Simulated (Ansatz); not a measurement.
Geometry optimisation, Ansatz 0.2.0, RKS PBE0/cc-pVDZ.

input.yaml

```yaml
crystal:
  periodic: [false, false, false]
  atoms:
    - { symbol: Si, position_ang: [-1.29, 0.7934, 1.2464] }
    - { symbol: C, position_ang: [0.3761, 0.1448, 1.4693] }
    - { symbol: Al, position_ang: [0.771, -1.1282, -0.0118] }
    - { symbol: Si, position_ang: [0.8909, -0.3891, -2.2458] }
    - { symbol: Cl, position_ang: [-1.0947, 0.2468, -2.8025] }
    - { symbol: H, position_ang: [-1.667, 1.7336, 2.3647] }
    - { symbol: H, position_ang: [-1.3632, 1.6191, -0.0073] }
    - { symbol: H, position_ang: [-2.2724, -0.2459, 1.1659] }
    - { symbol: H, position_ang: [1.1192, 0.9951, 1.5029] }
    - { symbol: H, position_ang: [0.4355, -0.3813, 2.4664] }
    - { symbol: H, position_ang: [1.1553, -2.6453, 0.3691] }
    - { symbol: H, position_ang: [1.2324, -1.5086, -3.0957] }
    - { symbol: H, position_ang: [1.7275, 0.7309, -2.4069] }
basis:
  gaussian: { orbitals: cc-pVDZ }
hamiltonian:
  xc: pbe0
relax:
  f_tol: 0.015
  max_steps: 40
```

Command:

```bash
$ ansatz run input.yaml --threads 2 --pin off --max-ram 3072MiB --backend cpu --events-out ev --progress --plain --runs-dir out
```

Q: Where does it end, and by what steps?

A: The run converged. The force dipped under the threshold on the way, but the program's further checks kept it going. After 22 steps the energy has fallen by 0.454 eV; H11 moved furthest, 0.73 Å.

```json
{"step": "0", "energy less start (eV)": "0.0000", "largest force component (eV/Å)": "2.295", "accepted": "yes"}
{"step": "1", "energy less start (eV)": "-0.3815", "largest force component (eV/Å)": "0.941", "accepted": "yes"}
{"step": "2", "energy less start (eV)": "-0.4306", "largest force component (eV/Å)": "0.246", "accepted": "yes"}
{"step": "3", "energy less start (eV)": "-0.4363", "largest force component (eV/Å)": "0.070", "accepted": "yes"}
{"step": "4", "energy less start (eV)": "-0.4395", "largest force component (eV/Å)": "0.058", "accepted": "yes"}
{"step": "5", "energy less start (eV)": "-0.4419", "largest force component (eV/Å)": "0.085", "accepted": "yes"}
{"step": "6", "energy less start (eV)": "-0.4441", "largest force component (eV/Å)": "0.096", "accepted": "yes"}
{"step": "7", "energy less start (eV)": "-0.4461", "largest force component (eV/Å)": "0.075", "accepted": "yes"}
{"step": "8", "energy less start (eV)": "-0.4466", "largest force component (eV/Å)": "0.117", "accepted": "yes"}
{"step": "9", "energy less start (eV)": "-0.4487", "largest force component (eV/Å)": "0.122", "accepted": "yes"}
{"step": "10", "energy less start (eV)": "-0.4498", "largest force component (eV/Å)": "0.098", "accepted": "yes"}
{"step": "11", "energy less start (eV)": "-0.4509", "largest force component (eV/Å)": "0.049", "accepted": "yes"}
{"step": "12", "energy less start (eV)": "-0.4519", "largest force component (eV/Å)": "0.027", "accepted": "yes"}
{"step": "13", "energy less start (eV)": "-0.4531", "largest force component (eV/Å)": "0.038", "accepted": "yes"}
{"step": "14", "energy less start (eV)": "-0.4535", "largest force component (eV/Å)": "0.055", "accepted": "yes"}
{"step": "15", "energy less start (eV)": "-0.4537", "largest force component (eV/Å)": "0.038", "accepted": "yes"}
{"step": "16", "energy less start (eV)": "-0.4541", "largest force component (eV/Å)": "0.018", "accepted": "yes"}
{"step": "17", "energy less start (eV)": "-0.4540", "largest force component (eV/Å)": "0.028", "accepted": "no"}
{"step": "18", "energy less start (eV)": "-0.4541", "largest force component (eV/Å)": "0.008", "accepted": "yes"}
{"step": "19", "energy less start (eV)": "-0.4542", "largest force component (eV/Å)": "0.015", "accepted": "yes"}
{"step": "20", "energy less start (eV)": "-0.4543", "largest force component (eV/Å)": "0.018", "accepted": "yes"}
{"step": "21", "energy less start (eV)": "-0.4543", "largest force component (eV/Å)": "0.011", "accepted": "yes"}
{"step": "22", "energy less start (eV)": "-0.4544", "largest force component (eV/Å)": "0.005", "accepted": "yes"}
```

```xyz
13
Properties=species:S:1:pos:R:3
Si -1.355 0.891 1.479
C 0.383 0.149 1.398
Al 0.646 -1.169 -0.035
Si 1.096 -0.414 -2.336
Cl -0.874 -0.325 -3.124
H -1.485 1.860 2.619
H -1.674 1.614 0.204
H -2.377 -0.192 1.669
H 1.088 0.990 1.271
H 0.588 -0.326 2.374
H 0.446 -2.730 0.238
H 1.863 -1.343 -3.230
H 1.674 0.960 -2.511
```

Time of the run: 2.2 min on 2 threads of Intel(R) Xeon(R) CPU @ 2.80GHz (Skylake/Cascade Lake), with other jobs on the host, peak memory 0.37 GiB.
